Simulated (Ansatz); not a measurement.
Consider the hydrogenolysis of a Zn–C bond: `N=[C](F)[Zn][F]` + H₂ → `[F][ZnH]` + `N=CF`.

Program: Ansatz. Geometries: PBE0-D4/def2-TZVP. ΔE: electronic, gas phase. CCSD(T)/CBS adds triple-zeta CCSD(T) − MP2 to the extrapolated MP2 energy (def2 sets, frozen cores). This one scheme is used for every species. DFT in def2-TZVPP. For Zn outer-core shells are correlated without core-valence functions, which leaves a few kJ/mol of doubt a bond. Scalar relativity is left out up to krypton. One conformer a species, not always the lowest.

| level | ΔE (kJ/mol) |
| --- | --- |
| PBE-QIDH | -43.5 |
| CAM-B3LYP | -46.9 |
| CCSD/def2-TZVPP | -46.6 |
| MP2/def2-QZVPP | -32.7 |

Problem. What does CCSD(T)/CBS give? (Estimate.)

Solution. Ansatz gave: -36.5 kJ/mol. The listed levels differ from it by -7.0, -10.4, -10.1, 3.8 kJ/mol.

Largest T1 diagnostic among the species: 0.018.

From r2SCAN to r2SCAN0 (25 % exact exchange), in def2-TZVPP and without D4, ΔE moves by −8.8 kJ/mol. In def2-TZVPP, CCSD(T) changes the Hartree–Fock value by +26.9 kJ/mol (the triples alone add +6.1 kJ/mol) and MP2 by +32.0 kJ/mol.

CCSD(T)/CBS has its own doubt, a few kJ/mol and more with outer-core shells, so smaller differences from it don't rank the levels.
